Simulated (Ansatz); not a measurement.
Ansatz (a quantum-chemistry and plane-wave program) input:

Ansatz 0.2 input:
```yaml
crystal:
  periodic: [false, false, false]
  atoms:
    - {symbol: C, position_ang: [2.17627747, 0.20924503, -0.42978018]}
    - {symbol: C, position_ang: [1.29140441, 0.28110550, 0.76207480]}
    - {symbol: C, position_ang: [-0.07476110, 0.10469363, 0.77435768]}
    - {symbol: C, position_ang: [-0.89152388, -0.16974173, -0.29638173]}
    - {symbol: C, position_ang: [-2.36093421, -0.34446577, -0.17989002]}
    - {symbol: H, position_ang: [1.61241694, 0.24311470, -1.35697243]}
    - {symbol: H, position_ang: [2.88982859, 1.03397945, -0.42123566]}
    - {symbol: H, position_ang: [2.75762751, -0.71679594, -0.41627203]}
    - {symbol: H, position_ang: [1.78918084, 0.47168226, 1.70201905]}
    - {symbol: H, position_ang: [-0.56023823, 0.19146592, 1.74053992]}
    - {symbol: H, position_ang: [-0.47888994, -0.27424179, -1.28824229]}
    - {symbol: H, position_ang: [-2.88561650, 0.38238202, -0.80420828]}
    - {symbol: H, position_ang: [-2.65946789, -1.33540972, -0.52966954]}
    - {symbol: H, position_ang: [-2.69193194, -0.22382658, 0.84901086]}
basis:
  gaussian:
    orbitals: def2-TZVP
hamiltonian:
  xc: b3lyp
  dispersion: d3bj
magnetization: {spin_polarized: true, initial_magnetization: 1}
relax: {f_tol: 0.002, max_steps: 150}
```

Q: What final total energy does it print?

A: -195.99289 Eh (B3LYP-D3(BJ)/def2-TZVP). The basis has 209 functions.

It need not be the lowest isomer of its formula.
